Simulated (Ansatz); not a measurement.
Basis-set series for H4S4Zr, SMILES `[SH][Zr]([SH])([SH])[SH]`. Charge 0, multiplicity 1. Zr takes the def2 core potential. Geometry: relaxed with PBE0-D4/def2-TZVP. It is one conformer, not always the lowest.

```xyz
9

S    -0.398   -1.540    1.826
Zr    0.000    0.000   -0.001
S     1.862    1.440    0.572
S    -1.999    1.315   -0.375
S     0.536   -1.215   -2.026
H    -1.186   -2.261    1.000
H     1.053    2.076    1.447
H    -1.263    2.151   -1.138
H     1.395   -1.967   -1.305
```

```json
{"functional": "PBE0-D4", "basis": "def2-TZVPP", "functions": "280", "energy (Eh)": "-1641.92590", "HOMO (eV)": "-7.89", "LUMO (eV)": "-2.44"}
{"functional": "PBE0-D4", "basis": "def2-QZVPP", "functions": "481", "energy (Eh)": "-1641.97658", "HOMO (eV)": "-7.90", "LUMO (eV)": "-2.45"}
{"functional": "ωB97M-V", "basis": "def2-TZVPP", "functions": "280", "energy (Eh)": "-1642.30232", "HOMO (eV)": "-10.02", "LUMO (eV)": "-0.42"}
{"functional": "ωB97M-V", "basis": "def2-QZVPP", "functions": "481", "energy (Eh)": "-1642.35075", "HOMO (eV)": "-10.05", "LUMO (eV)": "-0.43"}
```

Problem. Give the rows for def2-SVP. (Best estimate.)

Solution. Computed: 
| functional | basis | functions | energy (Eh) | HOMO (eV) | LUMO (eV) |
| --- | --- | --- | --- | --- | --- |
| PBE0-D4 | def2-SVP | 123 | -1641.36132 | -7.87 | -2.41 |
| ωB97M-V | def2-SVP | 123 | -1641.74164 | -9.96 | -0.36 |
